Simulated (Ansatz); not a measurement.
```xyz
10

O    -0.6330    0.7295    1.6676
Si    0.4125    0.0258    0.6310
O     0.5854   -1.5694    0.9759
Si   -0.6068    0.3006   -1.4571
F    -0.7371    1.8221   -1.8725
F     0.2602   -0.4026   -2.5829
F    -2.0552   -0.3275   -1.5335
H    -0.4450    0.7138    2.6078
H     1.7598    0.6637    0.6554
H     1.4594   -1.9560    0.9083
```

The species carries charge 0 and has multiplicity 1.

Question: List the PBE/def2-TZVPP orbital energies in eV (Ansatz). (Estimate.)

Answer: The calculation gave: Occupied: -1781.84, -1780.90, -660.24, -660.21, -660.21, -510.86, -510.86, -139.33, -138.50, -96.11, -96.11, -96.01, -95.26, -95.24, -95.21, -30.47, -29.75, -29.74, -25.86, -25.38, -15.06, -14.02, -13.32, -12.26, -12.24, -11.79, -11.25, -10.87, -10.86, -10.24, -10.21, -9.77, -9.68, -8.98, -8.59, -8.32, -7.20. Lowest empty: -1.36, -1.23, 0.15, 0.56, 0.84, 1.63, 1.73, 2.08.
